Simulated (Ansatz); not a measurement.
`[CH3][GeH]([F])[Br]` + `OC1[SiH2]S1` → `[CH3][GeH2][Br]` + `O[C@@H]1S[Si@H]1F`  (redistribution)

Isolated molecules relaxed with PBE0-D4/def2-TZVP in Ansatz; ΔE leaves out vibrations. CCSD(T)/CBS adds triple-zeta CCSD(T) − MP2 to the extrapolated MP2 energy (def2 sets, frozen cores). For Br, Ge outer-core shells are correlated without core-valence functions, which leaves a few kJ/mol of doubt a bond. Scalar relativity is left out up to krypton. One conformer a species, not always the lowest.

```json
{"species": "`[CH3][GeH]([F])[Br]`", "CCSD(T)/CBS(def2) energy (Eh)": "-4789.77492"}
{"species": "`OC1[SiH2]S1`", "CCSD(T)/CBS(def2) energy (Eh)": "-802.46523"}
{"species": "`[CH3][GeH2][Br]`", "CCSD(T)/CBS(def2) energy (Eh)": "-4690.53762"}
{"species": "`O[C@@H]1S[Si@H]1F`", "CCSD(T)/CBS(def2) energy (Eh)": "-901.72871"}
```

Q: Work out ΔE.

A: ΔE = (-4690.53762) + (-901.72871) − (-4789.77492) − (-802.46523) = -0.02618 Eh = -16.4 kcal/mol.

Q: What do rigid-rotor, harmonic-oscillator terms from PBE0-D4/def2-TZVP frequencies (298.15 K, 1 bar) make of the CCSD(T)/CBS value? (An estimate is asked.)

A: Ansatz gave: ΔZPE = +0.3 kcal/mol, ΔH = -16.2 kcal/mol, ΔS = -1 J/(mol·K), ΔG = -16.1 kcal/mol.

Largest T1 diagnostic among the species: 0.013.

At CCSD(T), def2-SVP lies +4.4 kcal/mol from the extrapolated value and def2-TZVPP +0.5 kcal/mol. From BLYP to BHLYP (50 % exact exchange), in def2-TZVPP and without D4, ΔE moves by −1.2 kcal/mol.
